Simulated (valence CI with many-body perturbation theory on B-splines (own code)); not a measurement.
Gd³³⁺: key properties

Level of theory: valence CI with perturbative core correlation (CI+MBPT): three valence electrons over a frozen Dirac-Fock core [Ar] 3d10, radial functions for each j: 9 s, 9 p, 8 d, 6 f, 3 g, 1 h, with the one-electron correlation potential Σ1 (screened to all orders), the two-electron term Σ2, the three-electron term Σ3, Breit, model QED; selected single and double excitations, second order for the rest, scaled by the run's own slope (own B-spline code, finite nucleus).

No measured spectrum was set against this ion. As an estimate, large intervals hold to a few tenths of a per cent, small ones and those within an open d or f shell to about a per cent.

Levels are named by their leading jj configuration (3d3/2^4 stands for four electrons in 3d with j = 3/2), which in mixed levels can hold well under half, so a name can repeat and another be missing.

Rates and lifetimes use the calculated energies. Strong lines usually hold to 10 to 20 %, long lifetimes can be off by a factor of two.

What is the ground level?

(4s^2 4p1/2) J=1/2, composition 99 % 4s²4p ²P°, g = 0.661.

What are the static dipole polarisabilities of the lowest levels?

(4s^2 4p1/2) J=1/2 0.0718 bohr³, of which the core gives 0.00450.

Name the longest-lived excited levels whose lifetime is computed, and their main decay.

(4s 4p3/2 4d5/2) J=9/2 at 279.46 eV lives 2.93 μs, mostly by M1 to (4s 4p1/2 4d5/2) J=7/2; (4s^2 4p3/2) J=3/2 at 44.85 eV lives 2.31 μs, mostly by M1 to (4s^2 4p1/2) J=1/2.

What is the ionisation energy?

1370.2 eV; NIST lists 1368 ± 5 eV (theoretical).

Where does the other parity begin?

At (4s 4p1/2^2) J=1/2, 72.20 eV.

How well does LS coupling describe the low levels?

Among the lowest 20 levels the leading LS term, summed over configurations, holds 66 % on average. For single configurations the figures are 64 % in LS and 85 % in jj coupling. Terms mix most in the J = 5/2 level at 230.24 eV, where the leading one holds 43 %.

Among levels below 299.88 eV, which E1 lines absorb most strongly from the ground level?

to (4s^2 4d3/2) J=3/2 at 7.413 nm, f = 0.627; to (4s 4p1/2 4p3/2) J=1/2 at 9.803 nm, f = 0.386; to (4s 4p1/2 4p3/2) J=3/2 at 10.04 nm, f = 0.358.
